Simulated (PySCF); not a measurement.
PySCF input file for B₂HO₂, SMILES O=BB=[OH+], charge +1, PBE/pcSseg-2. Coordinates come from a ωB97X-D3(BJ)/def2-TZVP optimisation. The isomer is the one that the SMILES or the coordinates give; other isomers of the formula were not compared. The values are those of a single conformer.

```python
import numpy as np
from pyscf import gto, scf, dft
from pyscf.prop.nmr import rks as nmr

mol = gto.M(
    atom='''
    O     0.00000000    0.00000000    2.13657836
    B     0.00000000    0.00000000    0.94709918
    B     0.00000000    0.00000000   -0.70770248
    O     0.00000000    0.00000000   -1.92449379
    H     0.00000000    0.00000000   -2.89366007
    ''',
    basis='pcSseg-2',
    charge=1,
    spin=0,
    max_memory=1600,
    verbose=3,
)
mf = dft.RKS(mol, xc='pbe')
mf.grids.level = 3
mf.conv_tol = 1e-10
mf.max_cycle = 100
mf.kernel()
n = nmr.NMR(mf)
n.verbose = 2
n.max_cycle_cphf = 60
sigma = n.kernel()
print('atom   isotropic/ppm   span/ppm')
for i, s in enumerate(sigma):
    w = np.linalg.eigvalsh((s + s.T) / 2)
    print(f'{mol.atom_symbol(i):2s}{i + 1:3d} {w.mean():14.3f} {w[2] - w[0]:11.3f}')
```

Output:

```
converged SCF energy = -200.338460751689
atom   isotropic/ppm   span/ppm
O   1       -120.442     793.515
B   2         88.333     196.917
B   3         96.305     178.894
O   4        202.752     315.681
H   5         24.022      24.472
```

The calculation finished and met its thresholds.

Cost: roughly 14 core-seconds.
